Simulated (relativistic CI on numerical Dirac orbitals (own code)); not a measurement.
Energy levels of Fe XXIII

Method of calculation: Dirac-Coulomb-Breit CI, orbitals from a KLI potential per configuration, model QED (radiative potential, 1s self-energy scaled to tabulated hydrogen-like ionisation energies), unscaled Slater integrals (own radial code, finite nucleus).

CI space (outside the closed core 1s2): 2s², 2s2p, 2p², 2p3s, 2p3p, 2s3s, 2s3p, 2s3d, 2s4s, 2s4p, 2s4d, 2s4f, 3s², 3s3p, 3p². Levels of other configurations are missing.

```
No.  Configuration  Term  J   E (eV)    %  Landé g  Lifetime (s)
  1            2s²    ¹S  0     0.00   96                       
  2           2s2p   ³P°  0    43.31  100                       
  3           2s2p   ³P°  1    47.17   98    1.484      2.13e-08
  4           2s2p   ³P°  2    58.60  100    1.497      9.73e-05
  5           2s2p   ¹P°  1    94.94   98    1.008      4.94e-11
  6            2p²    ³P  0   118.99   94               8.04e-11
  7            2p²    ³P  1   127.68  100    1.497      6.54e-11
  8            2p²    ³P  2   133.35   74    1.368      7.48e-11
  9            2p²    ¹D  2   150.05   74    1.125      1.03e-10
 10            2p²    ¹S  0   177.93   90               3.04e-11
 11           2s3s    ³S  1  1104.29   98    1.998      2.52e-13
 12           2s3s    ¹S  0  1112.81   97               7.06e-13
 13           2s3p   ³P°  0  1125.62   99               7.57e-11
 14           2s3p   ³P°  1  1125.67   64    1.319      2.12e-13
 15           2s3p   ¹P°  1  1129.56   58    1.179      1.23e-13
 16           2s3p   ³P°  2  1130.06  100    1.498      9.69e-11
 17           2s3d    ³D  1  1140.38   98    0.498      4.22e-14
 18           2s3d    ³D  2  1140.94   98    1.164      4.33e-14
 19           2s3d    ³D  3  1141.88   99    1.332      4.45e-14
 20           2s3d    ¹D  2  1149.93   98    0.999      5.95e-14
 21           2p3s   ³P°  0  1159.12   99               5.41e-13
 22           2p3s   ³P°  1  1161.33   82    1.413      4.23e-13
 23           2p3p    ³D  1  1172.57   67    0.679      2.27e-13
 24           2p3s   ³P°  2  1174.90  100    1.497      5.53e-13
 25           2p3s   ¹P°  1  1180.48   78    1.079      2.71e-13
 26           2p3p    ³D  2  1180.79   83    1.175      2.12e-13
 27           2p3p    ¹P  1  1180.96   27    1.301      1.74e-13
 28           2p3p    ³P  0  1183.73   89               1.39e-13
 29           2p3p    ³P  1  1192.40   45    1.228      1.56e-13
 30           2p3p    ³D  3  1193.20   99    1.331      2.26e-13
 31           2p3p    ³S  1  1195.43   63    1.782      1.64e-13
 32           2p3p    ³P  2  1195.73   63    1.338      1.34e-13
 33           2p3p    ¹D  2  1203.64   69    1.146      1.13e-13
 34           2p3p    ¹S  0  1213.70   87               1.29e-13
 35           2s4s    ³S  1  1482.69  100    1.999      5.62e-13
 36           2s4s    ¹S  0  1486.04  100               5.43e-13
 37           2s4p   ³P°  0  1490.62  100               1.04e-12
 38           2s4p   ³P°  1  1490.88   87    1.431      5.49e-13
 39           2s4p   ³P°  2  1492.46  100    1.499      1.10e-12
 40           2s4p   ¹P°  1  1493.46   87    1.067      1.57e-13
 41           2s4d    ³D  1  1496.94  100    0.499      1.13e-13
 42           2s4d    ³D  2  1497.12   99    1.164      1.13e-13
 43           2s4d    ³D  3  1497.47  100    1.332      1.14e-13
 44           2s4d    ¹D  2  1500.10   99    1.001      1.13e-13
 45           2s4f   ³F°  2  1500.27  100    0.666      2.50e-13
 46           2s4f   ³F°  3  1500.34   95    1.078      2.51e-13
 47           2s4f   ³F°  4  1500.52  100    1.249      2.51e-13
 48           2s4f   ¹F°  3  1500.99   95    1.004      2.57e-13
```

Energies count from the lowest computed level; ° marks odd parity; lifetimes are radiative, by E1, M1, E2, M2 decay to levels of this space only; some are left blank where a channel outside the calculation adds to the decay or the decay crosses a small, uncertain gap.

The mean weight of the leading LS term, summed over parents, in these 48 levels is 88 %, and that of the leading jj configuration (from the same eigenvectors) 89 %.

At this charge energies of transitions that change n are usually good to better than 1 %, and those within a shell (Δn = 0) to a few per cent.

LS names give the leading component of a level, which can be under half, so a name can repeat, a term be missing and a line seem to break the LS rules.
